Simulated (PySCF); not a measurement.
## Cobalt: a sound run and one with changed settings

Sound run: Co²⁺ [Ar] 3d7, Co³⁺ [Ar] 3d6. Computed with PySCF 2.14 in aug-cc-pVDZ (7s6p4d2f, 59 functions), with no relativity, point nucleus. In the sound run the correlated levels freeze [Ar]. The sound run starts from symmetry-adapted Hartree-Fock orbitals and uses a fine grid where one is needed.

Changed run: all electrons correlated in a basis built for the valence shell.

```csv
species,method,sound run (hartree),changed run (hartree),converged
Co²⁺,MP2,-1380.75723,-1380.97065,yes
Co³⁺,MP2,-1379.53094,-1379.73316,yes
```

Ionisation energy of Co²⁺:

| method | sound run (eV) | changed run (eV) |
| --- | --- | --- |
| UHF | 31.693 | 31.693 |
| MP2 | 33.369 | 33.674 |
| SCS-MP2 | 33.375 | 33.568 |

A valence basis has no tight correlating functions, so it recovers only part of the core correlation, and not evenly between atom and ion.

For comparison, NIST gives 33.5 ± 0.06 eV between the lowest levels.
